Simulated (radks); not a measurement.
Ru XXVIII, 17 electrons, occupied as [Ne] 3p5 3d2 (not the ground configuration). All-electron calculation, scalar-relativistic Kohn-Sham, BP86, spin-unpolarised, spherical densities, finite nucleus; Fermi nuclear charge, rms radius 4.4809 fm. Program: a radial shooting solver on a logarithmic mesh with Libxc functionals.

Normalised radial functions P(r) = r R(r), r in bohr:

r              3p      3d
0.001142   0.0022  0.0000
0.001417   0.0032  0.0000
0.001773   0.0048  0.0000
0.0022     0.0071  0.0000
0.002753   0.0106  0.0001
0.003417   0.0156  0.0001
0.004274   0.0233  0.0002
0.005305   0.0342  0.0004
0.006637   0.0508  0.0008
0.008237   0.0740  0.0015
0.01031    0.1086  0.0028
0.01279    0.1556  0.0051
0.016      0.2233  0.0094
0.01986    0.3112  0.0169
0.02465    0.4249  0.0299
0.03083    0.5709  0.0533
0.03827    0.7332  0.0914
0.04788    0.9063  0.1560
0.05942    1.0458  0.2543
0.07434    1.1088  0.4074
0.09226    1.0261  0.6159
0.1154     0.7275  0.8979
0.1433     0.2104  1.2158
0.1792    -0.5076  1.5433
0.2224    -1.2213  1.7783
0.2783    -1.7497  1.8427
0.3454    -1.8632  1.6701
0.4286    -1.5586  1.2879
0.5363    -0.9915  0.7963
0.6656    -0.4777  0.3891
0.8327    -0.1559  0.1338
1.033     -0.0346  0.0323

3p: eigenvalue -1484.9 eV, 1 radial node at r = 0.154 bohr, <r> = 0.353 bohr, 90 % of the charge inside 0.523 bohr. 3d: eigenvalue -1343.2 eV, 0 radial nodes, <r> = 0.316 bohr, 90 % of the charge inside 0.484 bohr.
